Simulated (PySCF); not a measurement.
System: BeF2, singlet: symmetric bend, bond length relaxed. Scanned: F-Be-F angle. Other coordinates (Be-F bond length) were minimised at PBE0/def2-TZVP.

Methods: PBE/cc-pVTZ (PySCF); PBE0/cc-pVTZ (PySCF); CCSD(T) on RHF/cc-pVTZ, 2 core orbitals frozen (PySCF).

Energies relative to the lowest point of each profile, in kJ/mol; the last columns give the difference from CCSD(T):

| a / ° | PBE | PBE0 | CCSD(T) | PBE − CCSD(T) | PBE0 − CCSD(T) |
|---|---|---|---|---|---|
| 180 | 0.0 | 0.0 | 0.0 | 0.0 | 0.0 |
| 170 | 2.1 | 2.1 | 2.2 | -0.1 | -0.1 |
| 160 | 8.5 | 8.6 | 8.8 | -0.3 | -0.2 |
| 150 | 19.5 | 19.8 | 20.4 | -0.9 | -0.7 |
| 140 | 35.9 | 36.5 | 37.8 | -1.9 | -1.2 |
| 130 | 58.5 | 59.8 | 61.8 | -3.4 | -2.1 |
| 120 | 89.2 | 91.4 | 94.4 | -5.2 | -3.0 |
| 110 | 130.7 | 134.3 | 138.5 | -7.8 | -4.3 |
| 100 | 187.1 | 193.1 | 198.9 | -11.9 | -5.9 |
| 90 | 266.2 | 276.0 | 283.7 | -17.5 | -7.7 |

PBE is furthest from CCSD(T) at 90 (-17.5 kJ/mol, below); its mean absolute difference over the points is 4.9 kJ/mol.

PBE0 is furthest from CCSD(T) at 90 (-7.7 kJ/mol, below); its mean absolute difference over the points is 2.5 kJ/mol.

The scan ran from 180.0 to 80.0; beyond the range shown the relaxed coordinates jump or full CI changes its symmetry label.
